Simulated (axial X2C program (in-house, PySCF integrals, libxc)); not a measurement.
# Bond lengths and stretching modes, held linear, of AsOH

Calculated with an axial X2C code built on PySCF integrals: two-component X2C with atomic mean-field Coulomb and Gaunt terms, Gaussian nuclei, basis As dyall-v3z, O dyall-av3z, H dyall-v3z with contracted cores. Spin-free rows use the one-electron spin-free X2C Hamiltonian.

Masses As 74.922, O 15.995, H 1.008 u. States: 2c Ω = 1 (beyond evenly filled blocks: ω = -1/2, ω = 3/2); spin-free M_S = 1, Λ = 0 (beyond evenly filled blocks: π+α, π-α).

MP2, spin-free: energies above the lowest point

| r(As–O) (Å) | r(O–H) (Å) | E (meV) |
| --- | --- | --- |
| 1.6897 | 0.9262 | 64.99 |
| 1.6897 | 0.9500 | 46.93 |
| 1.6897 | 0.9737 | 60.89 |
| 1.7330 | 0.9262 | 18.90 |
| 1.7330 | 0.9500 | 0.00 |
| 1.7330 | 0.9737 | 13.15 |
| 1.7330 | 0.9975 | 53.56 |
| 1.7763 | 0.9262 | 30.28 |
| 1.7763 | 0.9500 | 10.54 |
| 1.7763 | 0.9737 | 22.87 |
| 1.8197 | 0.9500 | 66.98 |
| 1.8197 | 0.9975 | 117.35 |

Q: Fit a quadratic surface with cubic terms in each bond: where is the minimum, and what are the two stretching wavenumbers?

A: At MP2, spin-free: bonds 1.746 and 0.952 Å; harmonic stretches 750.6 and 4021.6 cm⁻¹; force constants 4.62, 9 and coupling -0.13 mdyn/Å.

The other levels and Hamiltonians give:

| Hamiltonian | level | r(As–O) (Å) | r(O–H) (Å) | lower stretch (cm⁻¹) | upper stretch (cm⁻¹) |
| --- | --- | --- | --- | --- | --- |
| 2c | PBE0 | 1.734 | 0.949 | 760.7 | 4047.7 |
| 2c | HF | 1.720 | 0.932 | 783.0 | 4274.3 |
| 2c | BHandHLYP | 1.729 | 0.941 | 769.1 | 4132.5 |
| 2c | MP2 | 1.746 | 0.952 | 750.1 | 4020.8 |
| spin-free | PBE0 | 1.734 | 0.949 | 761.4 | 4048.1 |
| spin-free | HF | 1.720 | 0.932 | 783.5 | 4274.6 |
| spin-free | BHandHLYP | 1.729 | 0.941 | 769.8 | 4132.9 |

Each state is one determinant, the lowest of a limited PBE0 search; the stretches come from a fit to these few points and carry an uncertainty of a few per cent. Other orders of the atoms were not compared. MP2 freezes inner shells (threshold -2 hartree). The molecule was held linear; bending was not examined, so a bent shape may lie lower. Open-shell Ω = 0 determinants with evenly filled partner blocks cannot be reached by this program, so the Ω shown need not be the lowest component. Note: several unpaired electrons, one determinant need not be a pure state.
